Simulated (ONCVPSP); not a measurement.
Pseudopotential generation for hafnium (Hf): ONCV, PBE, scalar-relativistic.

| Quantity | Value |
| --- | --- |
| Element | hafnium (Hf) |
| Generator | ONCVPSP 4.0.1 |
| Type | optimised norm-conserving Vanderbilt (ONCV) |
| Functional | PBE |
| Relativity | scalar-relativistic |
| Frozen core | [Kr] 4d10 4f14 |
| Valence charge | 12 |
| Reference configuration | 5s2 5p6 5d2 6s2 |
| Partial waves | 5s+6s: rc 2.15 bohr, ncon 3, nbas 7, qcut 5.2 1/bohr, 2 projectors; 5p: rc 2.25 bohr, ncon 4, nbas 7, qcut 5.2 1/bohr, 2 projectors, debl 0.4 Ha; 5d: rc 3.20 bohr, ncon 4, nbas 9, qcut 3.8 1/bohr, 3 projectors, debl 1.7 Ha |
| Local potential | polynomial inside 1.95 bohr (lpopt 5, dvloc0 0 Ha) |
| Core correction | none |

In the p channel the program set the typed energies aside and used -1.307, 0.250 Ha.

All-electron outer shells of the reference configuration (PBE, scalar-relativistic, ld1.x):

```
shell  level (eV)  outermost node (bohr)  outermost maximum (bohr)
   5s      -67.02                   0.55                      1.01
   5p      -35.57                   0.60                      1.16
   4f      -16.83                      –                      0.45
   6s       -5.11                   1.37                      2.89
   5d       -2.69                   0.67                      1.69
```

Question: Does the generator finish with these settings?

Answer: Yes, a potential is produced and its reference levels are reproduced.

Question: Estimate the cutoffs (Ha) at which the residual kinetic energy of the hardest occupied pseudo-wave falls to 1 and 0.1 mHa per electron.

Answer: 10 Ha and 12 Ha.

Question: What does a ghost test show?

Answer: No bound ghost flagged; no localised positive-energy state flagged.

Question: Which valence shell sets the plane-wave cutoff?

Answer: 5p: 10 Ha for 1 mHa per electron, against 6 Ha for 5d.

Its largest configuration-test error is +29 meV (5s2 5p6 5d3 6s1). 1 of 4 tests not solved or not reliable.
